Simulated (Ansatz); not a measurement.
Relaxation of AlCl$_{2}$F$_{2}$ (5 atoms, charge 0, multiplicity 2), to a largest force component of 0.03 eV/Å in at most 50 steps.

Computed with Ansatz, UKS r2SCAN/def2-SVP.

```xyz
5
Properties=species:S:1:pos:R:3
Al 0.000 0.000 -0.371
F 0.000 0.000 2.515
Cl 1.820 0.000 -1.445
Cl -1.820 0.000 -1.445
F 0.000 0.000 3.836
```

Question: Where does it end, and by what steps?

Answer: The forces met the threshold. After 9 steps the energy has fallen by 4.939 eV; F2 moved furthest, 0.96 Å. Joined: Al1–F2 (2.89 → 1.66 Å).

```
step  energy less start (eV)  largest force component (eV/Å)  accepted
   0                  0.0000                           5.645       yes
   1                 -0.4713                           5.578       yes
   2                 -1.6552                           6.875       yes
   3                 -3.4253                           6.092       yes
   4                 -4.6748                           2.697       yes
   5                 -4.8131                           3.289       yes
   6                 -4.8529                           2.104       yes
   7                 -4.9352                           0.192       yes
   8                 -4.9385                           0.060       yes
   9                 -4.9386                           0.028       yes
```

```xyz
5
Properties=species:S:1:pos:R:3
Al 0.000 0.000 -0.099
F 0.000 0.000 1.558
Cl 1.818 0.000 -1.094
Cl -1.818 0.000 -1.094
F 0.000 0.000 3.819
```

Whether the end is a true minimum wasn't checked by a vibrational analysis.

Run time: 63 s on 4 threads of Arm Neoverse V2, on a shared host, peak memory 0.25 GiB.
